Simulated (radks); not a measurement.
Values are calculated unless marked as measured or tabulated.
Problem. These are the eigenvalues of the occupied orbitals of an atom or ion with whole-number occupations (Ry). Code: a radial shooting solver on a logarithmic mesh with Libxc functionals. Model: non-relativistic Kohn-Sham, PBE, spin-polarised, spherical densities, point nucleus.

1s up: -1980.952
1s down: -1980.032
2s up: -462.1132
2s down: -460.4814
2p up: -453.4662

Which element is it, and in what charge state? The configuration may be excited. Open shells, if any, are filled with parallel spins first.

Solution. Z = 46, palladium, charge +41: Pd41+ in [He] 2s2 2p1. The list shows which subshells hold electrons but not how many an open one holds; the 1s level, -990.48 hartree, gives Z - s = 44.5 by -(Z - s)^2/2, which with screening narrows Z to a few neighbours, and the depths of the outer levels then fix element, charge and occupations together.
